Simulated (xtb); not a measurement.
Job for xtb: GFN2-xTB on FH3Si (SMILES F[SiH3]), a point of a bond scan (R = 3.694 Å).

```
$ xtb mol.xyz --gfn 2 --sp --chrg 0 --uhf 0
5

F      3.15312605    -0.04947716    -0.49224389
Si    -0.49646928     0.00779033     0.07750530
H     -0.94494949     1.41511357     0.06667951
H     -0.77052837    -0.61593767     1.38810265
H     -1.14675391    -0.75426329    -1.00795064
```

Problem. Predict the final total energy.

Solution. -7.8876 hartree.
